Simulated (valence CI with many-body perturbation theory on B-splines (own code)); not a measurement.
**W⁴²⁺: electric-dipole lines**

Computed by relativistic CI+MBPT: four valence electrons over a frozen Dirac-Fock core [Ar] 3d10, radial functions for each j: 11 s, 11 p, 9 d, 7 f, 5 g, 2 h, 1 i, with the one-electron correlation potential Σ1 (screened to all orders), the two-electron term Σ2, the three-electron term Σ3, Breit, model QED; selected single and double excitations, second order for the rest (own B-spline code, finite nucleus).

The last digits are not significant, and no measured levels were compared; by estimate large intervals hold to a few tenths of a per cent, small ones and those within an open d or f shell to about a per cent.

Lines 201 to 232 of 232 in falling wavelength, among levels below 495.37 eV, chosen from the strongest by gf and those to the six lowest levels. Wavelengths and rates use the calculated energies. Electric multipoles are in the length gauge, E1 and E2 with the static RPA response of the core. Weak lines are less certain than strong ones. Lines between different terms over intervals too small for the method are left out, as are lines whose strength nearly cancels. The highest levels of a list are the least certain.

Levels are named by their leading jj configuration (3d3/2^4 stands for four electrons in 3d with j = 3/2), which in mixed levels can hold well under half, so a name can repeat and another be missing. Letters in brackets count levels of one name in rising energy.

| λ vac (nm) | Upper | Lower | A (s⁻¹) | log gf | Branch % |
| --- | --- | --- | --- | --- | --- |
| 4.717 | (4s^2 4p1/2 4d3/2) J=1 | (4s^2 4p1/2^2) J=0 | 1.63e+12 | 0.21 | 99.7 |
| 4.713 | (4s 4p1/2 4p3/2 4d3/2) J=0 [b] | (4s 4p1/2^2 4p3/2) J=1 | 1.05e+12 | -0.46 | 68.8 |
| 4.635 | (4s 4p1/2 4p3/2 4d5/2) J=2 [a] | (4s 4p1/2^2 4p3/2) J=2 | 1.02e+10 | -1.79 | 3.4 |
| 4.635 | (4s^2 4p3/2 4d5/2) J=2 | (4s^2 4p1/2 4p3/2) J=2 | 5.17e+08 | -3.08 | 1.2 |
| 4.622 | (4s 4p1/2 4p3/2 4d3/2) J=2 [e] | (4s 4p1/2^2 4p3/2) J=1 | 8.72e+11 | 0.14 | 44.6 |
| 4.586 | (4s 4p1/2 4p3/2 4d3/2) J=3 [c] | (4s 4p1/2^2 4p3/2) J=2 | 1.04e+09 | -2.64 | 0.1 |
| 4.580 | (4s 4p1/2 4p3/2 4d5/2) J=1 [a] | (4s 4p1/2^2 4p3/2) J=2 | 5.58e+06 | -5.28 | 0.0 |
| 4.562 | (4s^2 4p3/2 4d5/2) J=2 | (4s^2 4p1/2 4p3/2) J=1 | 9.68e+08 | -2.82 | 2.3 |
| 4.524 | (4s 4p1/2 4p3/2 4d5/2) J=3 [a] | (4s 4p1/2^2 4p3/2) J=2 | 8.83e+10 | -0.72 | 25.4 |
| 4.476 | (4s 4p1/2 4p3/2 4d3/2) J=1 [d] | (4s 4p1/2^2 4p3/2) J=2 | 1.85e+08 | -3.78 | 0.0 |
| 4.458 | (4s 4p1/2 4p3/2 4d5/2) J=2 [b] | (4s 4p1/2^2 4p3/2) J=2 | 2.08e+10 | -1.51 | 5.3 |
| 4.434 | (4s 4p1/2 4p3/2 4d5/2) J=3 [b] | (4s 4p1/2^2 4p3/2) J=2 | 2.07e+11 | -0.37 | 32.4 |
| 4.428 | (4s 4p1/2 4p3/2 4d5/2) J=0 | (4s 4p1/2^2 4p3/2) J=1 | 2.19e+11 | -1.19 | 26.9 |
| 4.382 | (4s 4p1/2 4p3/2 4d3/2) J=2 [e] | (4s 4p1/2^2 4p3/2) J=2 | 1.79e+10 | -1.59 | 0.9 |
| 4.345 | (4s^2 4p3/2 4d5/2) J=3 | (4s^2 4p1/2 4p3/2) J=2 | 3.31e+10 | -1.18 | 4.2 |
| 4.324 | (4s^2 4p3/2 4d5/2) J=1 | (4s^2 4p1/2 4p3/2) J=2 | 9.96e+09 | -2.08 | 2.2 |
| 4.316 | (4s 4p1/2 4p3/2 4d5/2) J=1 [b] | (4s 4p1/2^2 4p3/2) J=2 | 1.01e+10 | -2.07 | 2.1 |
| 4.295 | (4s 4p1/2 4p3/2 4d5/2) J=3 [c] | (4s 4p1/2^2 4p3/2) J=2 | 2.96e+08 | -3.24 | 0.0 |
| 4.260 | (4s^2 4p3/2 4d5/2) J=1 | (4s^2 4p1/2 4p3/2) J=1 | 1.80e+09 | -2.83 | 0.4 |
| 4.226 | (4s 4p1/2 4p3/2 4d5/2) J=1 [c] | (4s 4p1/2^2 4p3/2) J=2 | 8.65e+07 | -4.16 | 0.0 |
| 4.211 | (4s 4p1/2 4p3/2 4d5/2) J=2 [c] | (4s 4p1/2^2 4p3/2) J=2 | 4.32e+09 | -2.24 | 0.6 |
| 4.177 | (4s 4p1/2 4p3/2 4d5/2) J=3 [d] | (4s 4p1/2^2 4p3/2) J=2 | 2.91e+10 | -1.27 | 2.8 |
| 4.174 | (4s 4p3/2^3) J=2 | (4s^2 4p1/2 4p3/2) J=2 | 4.06e+06 | -5.28 | 0.0 |
| 4.160 | (4s 4p1/2 4p3/2^2) J=1 [a] | (4s^2 4p1/2^2) J=0 | 1.76e+10 | -1.86 | 3.9 |
| 4.146 | (4s 4p1/2 4p3/2 4d5/2) J=2 [d] | (4s 4p1/2^2 4p3/2) J=2 | 3.59e+10 | -1.33 | 2.9 |
| 4.115 | (4s 4p3/2^3) J=2 | (4s^2 4p1/2 4p3/2) J=1 | 6.44e+09 | -2.09 | 0.8 |
| 4.103 | (4s 4p1/2 4p3/2^2) J=1 [b] | (4s^2 4p1/2^2) J=0 | 3.05e+09 | -2.64 | 0.3 |
| 4.003 | (4s 4p3/2^3) J=1 | (4s^2 4p1/2 4p3/2) J=2 | 3.24e+09 | -2.63 | 0.2 |
| 3.949 | (4s 4p3/2^3) J=1 | (4s^2 4p1/2 4p3/2) J=1 | 5.57e+09 | -2.41 | 0.4 |
| 3.507 | (4s^2 4p3/2 4d3/2) J=1 | (4s^2 4p1/2^2) J=0 | 2.11e+06 | -5.93 | 0.0 |
| 3.241 | (4s^2 4p3/2 4d5/2) J=1 | (4s^2 4p1/2^2) J=0 | 2.03e+09 | -3.02 | 0.5 |
| 3.057 | (4s 4p3/2^3) J=1 | (4s^2 4p1/2^2) J=0 | 2.97e+08 | -3.90 | 0.0 |

(1) How does gf follow from A for the line at 4.177 nm?

Answers

(1) gf = 1.4992 × (2J+1)_upper × A / σ², with σ = 2393823 cm⁻¹ and 2J+1 = 7: gf = 0.0533.
